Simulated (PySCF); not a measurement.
Isomers C6H10O2:

A. `InChI=1S/C6H10O2/c1-4(5(2)7)6(3)8/h4H,1-3H3`
B. SMILES [C@@H]1(C)COCCC1=O
C. `C/C=C\COC(C)=O`

Spectrum 1. 13C{1H} NMR (computed): δ 213.5 (C), 80.2 (CH2), 74.3 (CH2), 50.5 (CH), 48.1 (CH2), 11.7 (CH3).

Spectrum 2. 13C{1H} NMR (computed): δ 210.2 (C), 69.9 (CH), 28.8 (CH3), 15.4 (CH3).

Spectrum 3. 13C{1H} NMR (computed): δ 176.4 (C), 134.2 (CH), 133.9 (CH), 62.1 (CH2), 23.5 (CH3), 16.2 (CH3).

Computed data (PySCF 2.14): coordinates at the GFN2-xTB level, σ from GIAO-PBE0/pcSseg-1. One averaged value for each set of equivalent atoms, a single conformation, in vacuum, relativity neglected.

Shifts are taken against calculated references (same method and geometry level): TMS for 13C. Shifts are as computed. Against solution values, carbons near 30 ppm lie about +3 ppm off and those near 130 ppm about +5 ppm. Of 1211 compounds with measured shifts, 218 miss one by over three times the rms of a fit or turn the order of signals round; such compounds aren't used in these exercises.

Match each spectrum to its structure.

Answers

1–B, 2–A, 3–C.

- Spectrum 1 (B): 6 13C signals; δC 213.5 is a ketone carbonyl carbon; δC 80.2 is an sp3 CH2 bonded to O.
- Spectrum 2 (A): 4 13C signals; δC 210.2 is a ketone carbonyl carbon; δC 28.8 is a methyl carbon α to a carbonyl.
- Spectrum 3 (C): 6 13C signals; δC 176.4 is an ester carbonyl carbon; δC 134.2 is an alkene CH.
